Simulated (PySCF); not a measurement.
What does the PBE0-D3(BJ)/def2-SVP structure of `Fc1ccccc[cH+]1` look like in three dimensions? (Charge +1.)

```
atom  x, y, z in Å
F1     0.379    2.719   -0.086
C2     0.211    1.425   -0.094
C3    -1.121    0.994   -0.127
C4    -1.592   -0.310   -0.140
C5    -0.869   -1.514   -0.125
C6     0.508   -1.692   -0.094
C7     1.514   -0.713   -0.070
C8     1.390    0.668   -0.070
H9    -1.857    1.804   -0.142
H10   -2.681   -0.412   -0.166
H11   -1.472   -2.427   -0.140
H12    0.858   -2.729   -0.088
H13    2.541   -1.089   -0.048
H14    2.308    1.263   -0.048
```

Any rigid rotation of these coordinates is as good. Atoms count from 1 in this order. C5 (aromatic CH carbon) is planar (angles 128.4°, 116.0° and 115.6°, sum 360.0°, 0.00 Å off the plane of its three neighbours). C4 (aromatic CH carbon) is planar (angles 129.1°, 115.6° and 115.2°, sum 360.0°, 0.00 Å off the plane of its three neighbours). The 8 heavy atoms lie in one plane (0.001 Å rms). C3 (aromatic CH carbon) is planar (angles 127.8°, 117.8° and 114.4°, sum 360.0°, 0.00 Å off the plane of its three neighbours).

Bonds between heavy atoms (Å): F1–C2 1.305, C2–C3 1.400, C3–C4 1.387, C4–C5 1.404, C5–C6 1.389, C6–C7 1.404, C7–C8 1.387, C2–C8 1.400.

The calculation used PySCF, PBE0-D3(BJ)/def2-SVP geometry optimisation, gas phase.

Point group: C2v (tolerance 0.08 Å). Stationary, but not proved a minimum.
